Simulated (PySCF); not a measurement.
One molecule, one basis, several functionals.

C₇H₁₄O.
SMILES: `C1CCC(OC)CC1`

PySCF, pcSseg-1 basis, density fitting, gas phase, PBE0-D3(BJ)/def2-SVP geometry. One functional is left out:

| functional | exact exchange (%) | HOMO energy (eV) | LUMO energy (eV) |
| --- | --- | --- | --- |
| B97-D | 0 | -5.64 | 0.72 |
| LDA | 0 | -5.72 | 0.39 |
| PBE | 0 | -5.60 | 0.57 |
| PBE0 | 25 | -7.16 | 1.41 |
| BHandHLYP | 50 | -8.66 | 2.10 |

Q: Predict the row of mPW1PW91 (25 % exact exchange) by straight lines through the other rows, and check it.

A: 
```json
{"property": "HOMO energy (eV)", "line": "-7.16", "computed": "-7.20", "computed − line": "-0.04", "PBE0 (25 %), for comparison": "-7.16"}
{"property": "LUMO energy (eV)", "line": "1.35", "computed": "1.44", "computed − line": "+0.09", "PBE0 (25 %), for comparison": "1.41"}
```

Q: Which of these properties follows the share of exact exchange most closely, and which least?

A: Most closely the HOMO energy, least the LUMO energy; the correlations over the tabulated rows are HOMO energy -0.999, LUMO energy 0.985. The HOMO energy moves by -0.601 eV for every 10 %. Functionals with the same share still differ in their other parts: at 0 % LDA and PBE differ by 0.12 eV in it.
